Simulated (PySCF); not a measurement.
## Energy of Pm+ (promethium, charge +1) between two integer charges

The 6s alpha orbital of [Xe] 4f5 6s1 is emptied in steps (occupation f), with all orbitals relaxed, ending at [Xe] 4f5. Computed with PySCF 2.14 in def2-TZVP with the def2 core potential (28 electrons) (10s7p5d4f1g, 93 functions), with a scalar-relativistic core potential. The exact energy is a straight line in f; departures are measured from the line between the end points of the same method.

| f | BHandHLYP (eV) | TPSS (eV) |
| --- | --- | --- |
| 1 | 0.000 | 0.000 |
| 0.9 | -0.117 | -0.220 |
| 0.7 | -0.274 | -0.525 |
| 0.5 | -0.327 | -0.637 |
| 0.3 | -0.275 | -0.550 |
| 0.1 | -0.119 | -0.251 |
| 0 | 0.000 | 0.000 |

```json
{"method": "BHandHLYP", "E(f=0) − E(f=1) (eV)": "10.926", "−ε at f=1 (eV)": "9.626", "−ε at f=0.5 (eV)": "10.921"}
{"method": "TPSS", "E(f=0) − E(f=1) (eV)": "10.901", "−ε at f=1 (eV)": "8.496", "−ε at f=0.5 (eV)": "10.837"}
```

Orbital energy along the path (eV):

| f | BHandHLYP | TPSS |
| --- | --- | --- |
| 1 | -9.626 | -8.496 |
| 0.9 | -9.885 | -8.918 |
| 0.7 | -10.402 | -9.846 |
| 0.5 | -10.921 | -10.837 |
| 0.3 | -11.443 | -11.835 |
| 0.1 | -11.978 | -13.045 |
| 0 | -12.256 | -13.770 |

Reference removal energy between the ground levels: 10.938 ± 0.02 eV (semi-empirical (NIST evaluation); NIST Atomic Spectra Database, ionization energies). The calculation has no spin-orbit coupling.
